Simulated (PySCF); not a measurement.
## Peak assignment

Mapped SMILES: `[OH:1][Si@H:2]1[O:3][CH2:4][C@@H:5]([Cl:6])[CH2:7][O:8]1`. Hydrogens are named by the atom that carries them. Ha(C4), Ha(C7) are cis to O1 on the ring; Hb(C4), Hb(C7) are trans to O1 on the ring.

Single conformer, rapidly exchanging positions averaged, gas phase, no relativistic terms. Structure optimised with GFN2-xTB; PBE0/pcSseg-1 with gauge-including orbitals; PySCF 2.14.0 with density-fitted response routines.

Referencing at the same level of theory: ¹³C, ¹H against TMS.

Q: Assign these signals to the numbered atoms. ¹³C{¹H} NMR (computed): δ 71.3, 64.7.

A: 
```tsv
δ (ppm)	atoms	environment	reason
71.3	C4/C7	sp3 CH2 bonded to O	pulled downfield by the heteroatom
64.7	C5	sp3 CH bonded to Cl	the inductive effect lowers its shielding
```

Q: Assign these signals to the numbered atoms. ¹H NMR (500 MHz, computed): δ 4.56 (m, 2H), 4.38 (m, 2H), 4.16 (s, 1H), 3.73 (m, 1H), 2.64 (br s, 1H).

A: 
| δ (ppm) | atoms | environment | reason |
| --- | --- | --- | --- |
| 4.56 | Hb(C4)/Hb(C7) | hydrogen on an sp3 CH2 bonded to O | its carbon carries O, which withdraws density |
| 4.38 | Ha(C4)/Ha(C7) | hydrogen on an sp3 CH2 bonded to O | – |
| 4.16 | H(Si2) | hydrogen on a silicon bonded to 3 O, in a 6-membered ring | – |
| 3.73 | H(C5) | hydrogen on an sp3 CH bonded to Cl | its carbon carries Cl, an electronegative neighbour |
| 2.64 | H(O1) | hydrogen on an oxygen bonded to Si | exchangeable; this is the value without hydrogen bonding to other molecules |

The OH or NH signal is concentration- and solvent-dependent in practice; the value given is the gas-phase one. Carbons that carry Cl, above all several Cl atoms, come out too deshielded, partly because spin–orbit coupling is missing. Shifts are as computed. Against solution values, carbons near 30 ppm lie about +3 ppm off and those near 130 ppm about +5 ppm; carbons on Cl a further +6 ppm. Of 1309 compounds with measured shifts, 239 miss one by over three times the rms of a fit or turn the order of signals round; such compounds aren't used in these exercises. Multiplicities follow the n + 1 count of equivalent neighbours, as no J values were calculated; m marks all less simple cases, F and P coupling included.
